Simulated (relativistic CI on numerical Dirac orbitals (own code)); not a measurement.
# Re5+: L2,3 absorption edge

Computed with this model: Dirac-Coulomb-Breit CI, KLI orbitals optimised for each configuration, model QED (radiative potential, 1s self-energy scaled to tabulated hydrogen-like ionisation energies), valence Slater integrals scaled by 0.9, multiplet model of core-to-valence dipole absorption; configurations [Xe] 4f14 5d2 → [He] 2s2 2p5 3s2 3p6 3d10 4s2 4p6 4d10 4f14 5s2 5p6 5d3; 80 K; Lorentzian 3 eV and Gaussian 1 eV FWHM. Energies are those of the free ion, without screening or charge transfer. The branching ratio is the share of the lower-energy edge in the whole absorption, uncertain by about 0.02 where the edges overlap. S is read from ⟨S²⟩ = S(S + 1).

Field parameters in Wybourne normalisation: D4h B²₀ = −7Ds, B⁴₀ = 21(Dq − Dt), B⁴₄ = 21√(5/14) Dq; Td as Oh with Dq negative (B⁴₀ = 21Dq, B⁴₄ = √(5/14) B⁴₀). The field is a parameter set, without covalency.

Computed curve for Td, 10Dq = -19000 cm⁻¹, scaled to 100 at the maximum (points under 2 are left out and the grid is thinned):

```json
{"Energy (eV)": "10529.0", "Intensity": "2.1"}
{"Energy (eV)": "10530.0", "Intensity": "2.6"}
{"Energy (eV)": "10531.0", "Intensity": "3.1"}
{"Energy (eV)": "10532.0", "Intensity": "3.9"}
{"Energy (eV)": "10533.0", "Intensity": "4.9"}
{"Energy (eV)": "10534.0", "Intensity": "6.5"}
{"Energy (eV)": "10535.0", "Intensity": "8.9"}
{"Energy (eV)": "10536.0", "Intensity": "13.1"}
{"Energy (eV)": "10537.0", "Intensity": "20.7"}
{"Energy (eV)": "10538.0", "Intensity": "35.5"}
{"Energy (eV)": "10539.0", "Intensity": "61.4"}
{"Energy (eV)": "10540.0", "Intensity": "91.8"}
{"Energy (eV)": "10541.0", "Intensity": "100.0"}
{"Energy (eV)": "10542.0", "Intensity": "79.7"}
{"Energy (eV)": "10543.0", "Intensity": "50.2"}
{"Energy (eV)": "10544.0", "Intensity": "30.2"}
{"Energy (eV)": "10545.0", "Intensity": "18.8"}
{"Energy (eV)": "10546.0", "Intensity": "12.4"}
{"Energy (eV)": "10547.0", "Intensity": "8.7"}
{"Energy (eV)": "10548.0", "Intensity": "6.4"}
{"Energy (eV)": "10548.5", "Intensity": "5.6"}
{"Energy (eV)": "10549.5", "Intensity": "4.3"}
{"Energy (eV)": "10550.5", "Intensity": "3.4"}
{"Energy (eV)": "10551.5", "Intensity": "2.7"}
{"Energy (eV)": "10552.5", "Intensity": "2.3"}
{"Energy (eV)": "11957.5", "Intensity": "2.3"}
{"Energy (eV)": "11958.5", "Intensity": "3.2"}
{"Energy (eV)": "11959.5", "Intensity": "4.8"}
{"Energy (eV)": "11960.5", "Intensity": "7.7"}
{"Energy (eV)": "11961.5", "Intensity": "13.7"}
{"Energy (eV)": "11962.5", "Intensity": "24.3"}
{"Energy (eV)": "11963.5", "Intensity": "32.2"}
{"Energy (eV)": "11964.5", "Intensity": "28.8"}
{"Energy (eV)": "11965.5", "Intensity": "21.8"}
{"Energy (eV)": "11966.5", "Intensity": "15.6"}
{"Energy (eV)": "11967.5", "Intensity": "10.0"}
{"Energy (eV)": "11968.5", "Intensity": "6.3"}
{"Energy (eV)": "11969.5", "Intensity": "4.2"}
{"Energy (eV)": "11970.5", "Intensity": "3.0"}
{"Energy (eV)": "11971.5", "Intensity": "2.2"}
```

The ground state has S = 0.99, and the centroid lies at 10895.85 eV.
